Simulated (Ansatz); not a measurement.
A structure relaxed at PBE-D4/def2-SVP in Ansatz, charge 1, singlet:

```xyz
9

Rb    1.085   -1.772   -1.392
Rb   -1.560    2.030   -3.960
Rb    1.048   -1.364    2.673
Rb   -2.370   -0.259    0.709
Rb    1.228    2.102    0.507
H    -0.629   -2.303    0.603
H    -0.496    0.947    2.216
H    -0.713    0.930   -1.786
H     2.407   -0.312    0.431
```

**Question.** Give its formula.

**Answer.** the cluster Rb₅H₄⁺.

**Question.** Summarise the bond lengths by kind (pairs closer than 1.2 times the sum of covalent radii, bridged metal pairs left out).

**Answer.** 2 × Rb–Rb 5.26 to 5.27 Å; 10 × H–Rb 2.58 to 2.82 Å.

In the def2 sets Rb takes a core potential; there is no spin–orbit coupling. Another isomer (singlet) lies 0.50 eV lower at PBE0-D4/def2-TZVP; other spin states weren't run for this one.
